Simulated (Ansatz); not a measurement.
Born–Oppenheimer molecular dynamics of C₂H₉AlSi (13 atoms, charge 0, multiplicity 1). It starts from a rough guess of a transition structure, not a stationary point.

All numbers below come from Ansatz 0.2.0, UKS BHLYP-D4/6-31G.

* ensemble: NVE (velocity Verlet)
* time step: 0.5 fs
* steps asked: 150
* starting velocities drawn for: 100 K
* seed: 859540

First frame:

```xyz
13
Properties=species:S:1:pos:R:3
Al -0.316 -0.030 -0.617
Si 1.303 0.296 1.528
C -0.585 -1.838 0.138
H 0.259 -1.188 1.030
C -0.895 1.346 -1.963
H 0.453 0.954 2.546
H 2.442 1.221 1.351
H 1.967 -0.781 2.311
H -0.065 -2.711 -0.262
H -1.488 -2.200 0.632
H -1.109 2.303 -1.465
H -1.815 1.056 -2.492
H -0.150 1.571 -2.737
```

Q: What does the run give?

A: All steps were run.

| Quantity | Value |
| --- | --- |
| steps done | 150 |
| time covered | 75 fs |
| mean temperature over the second half | 1246 K |
| spread of the potential energy over the second half | 35.8 meV per atom |
| mean potential energy of the second half above the start | -125.8 meV per atom |

The conserved energy stayed within 2.3 meV per atom of its start (net change -1.5 meV per atom), so there is no drift, though single steps change it by up to 29 meV in the whole system, a sign of fast motions only just resolved. The kinetic energy rose, since the run started high on the potential surface and went downhill. A run of 0.075 ps of so small a system gives no equilibrium averages. The orbitals were unrestricted but ended closed-shell. Limits of this set-up: no polarisation functions.

Q: What happens to the structure?

A: The planned step would form Si2–H4 and break Al1–Si2, C3–H4. These pairs go: Si2–H4 1.88 → 4.75 Å, Al1–Si2 2.71 → 2.57 Å, C3–H4 1.39 → 1.10 Å. In the last frame they stand as before the step (other bonds may differ from the relaxed reactants and products). These pairs come and go: their bonding changes 13 times, last at 74 of 75 fs, so the outcome isn't settled. It ends as one piece, C2H9AlSi. Pairs count as bonded within 1.25 times the sum of covalent radii (0.12 Å more for H–H). This is one draw of velocities; another would differ in detail.

Q: How do temperature and energy run in time?

A: 
```json
{"time (fs)": "0", "T (K)": "100", "potential energy less start (eV)": "0.000", "conserved less start (meV/atom)": "0.00"}
{"time (fs)": "3.5", "T (K)": "956", "potential energy less start (eV)": "-1.229", "conserved less start (meV/atom)": "-0.97"}
{"time (fs)": "7", "T (K)": "1075", "potential energy less start (eV)": "-1.405", "conserved less start (meV/atom)": "-1.45"}
{"time (fs)": "10.5", "T (K)": "716", "potential energy less start (eV)": "-0.878", "conserved less start (meV/atom)": "-0.15"}
{"time (fs)": "14", "T (K)": "968", "potential energy less start (eV)": "-1.237", "conserved less start (meV/atom)": "-0.15"}
{"time (fs)": "17.5", "T (K)": "662", "potential energy less start (eV)": "-0.783", "conserved less start (meV/atom)": "1.23"}
{"time (fs)": "21", "T (K)": "1260", "potential energy less start (eV)": "-1.655", "conserved less start (meV/atom)": "-0.38"}
{"time (fs)": "24.5", "T (K)": "938", "potential energy less start (eV)": "-1.192", "conserved less start (meV/atom)": "-0.03"}
{"time (fs)": "28", "T (K)": "1546", "potential energy less start (eV)": "-2.082", "conserved less start (meV/atom)": "-1.94"}
{"time (fs)": "31.5", "T (K)": "1659", "potential energy less start (eV)": "-2.233", "conserved less start (meV/atom)": "-1.33"}
{"time (fs)": "35", "T (K)": "834", "potential energy less start (eV)": "-1.045", "conserved less start (meV/atom)": "-0.06"}
{"time (fs)": "38.5", "T (K)": "1339", "potential energy less start (eV)": "-1.769", "conserved less start (meV/atom)": "-0.55"}
{"time (fs)": "42", "T (K)": "934", "potential energy less start (eV)": "-1.185", "conserved less start (meV/atom)": "0.08"}
{"time (fs)": "45.5", "T (K)": "1211", "potential energy less start (eV)": "-1.583", "conserved less start (meV/atom)": "-0.23"}
{"time (fs)": "49", "T (K)": "1057", "potential energy less start (eV)": "-1.362", "conserved less start (meV/atom)": "-0.07"}
{"time (fs)": "52.5", "T (K)": "1657", "potential energy less start (eV)": "-2.239", "conserved less start (meV/atom)": "-1.89"}
{"time (fs)": "56", "T (K)": "1828", "potential energy less start (eV)": "-2.474", "conserved less start (meV/atom)": "-1.24"}
{"time (fs)": "59.5", "T (K)": "900", "potential energy less start (eV)": "-1.138", "conserved less start (meV/atom)": "0.03"}
{"time (fs)": "63", "T (K)": "1708", "potential energy less start (eV)": "-2.303", "conserved less start (meV/atom)": "-1.34"}
{"time (fs)": "66.5", "T (K)": "1497", "potential energy less start (eV)": "-2.014", "conserved less start (meV/atom)": "-2.21"}
{"time (fs)": "70", "T (K)": "778", "potential energy less start (eV)": "-0.964", "conserved less start (meV/atom)": "0.02"}
{"time (fs)": "73.5", "T (K)": "1113", "potential energy less start (eV)": "-1.444", "conserved less start (meV/atom)": "-0.31"}
```

Time of the run: 7.8 min on 1 thread of Intel(R) Xeon(R) 6975P-C (Granite Rapids) (shared host), peak memory 0.22 GiB.
